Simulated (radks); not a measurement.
The numbers below are computed, except where a source is named.
Hf10+, 62 electrons, occupied as [Kr] 4d10 4f10 5s2 5p4 (not the ground configuration). Code: a radial shooting solver on a logarithmic mesh with Libxc functionals. Model: scalar-relativistic Kohn-Sham, PBEsol, spin-polarised, spherical densities, finite nucleus; open shells are filled with parallel spins first (spin-orbit coupling, left out, can overturn this in heavy ions); Fermi nuclear charge, rms radius 5.347 fm. Some entries of the table are withheld. Estimate them.

orbital  occ.  eigenvalue (hartree)  <r^2> (bohr^2)
1s up       1             -2404.965       0.0004954
1s down     1             -2404.955       0.0004954
2s up       1             -417.5606        0.007648
2s down     1             -417.5515        0.007647
2p up       3             -367.6788        0.006288
2p down     3             -367.6677        0.006288
3s up       1             -101.0791         0.04984
3s down     1             -100.9773         0.04978
3p up       3             -86.17154         0.05046
3p down     3             -86.06857         0.05040
3d up       5             -68.47799         0.04192
3d down     5             -68.39733         0.04184
4s up       1             -26.27666          0.2436
4s down     1             -26.09069          0.2437
4p up       3             -21.33029          0.2747
4p down     3             -21.14852          0.2749
4d up       5             -14.93288          0.3149
4d down     5             -14.75222          0.3152
5s up       1                   (1)           1.142
5s down     1                   (2)           1.150
4f up       7              -7.79587          0.3991
4f down     3              -7.60765          0.4012
5p up       3              -7.17708           1.386
5p down     1              -7.01897           1.404

Answer. 
(1) 5s up eigenvalue (hartree): -8.63873
(2) 5s down eigenvalue (hartree): -8.47055
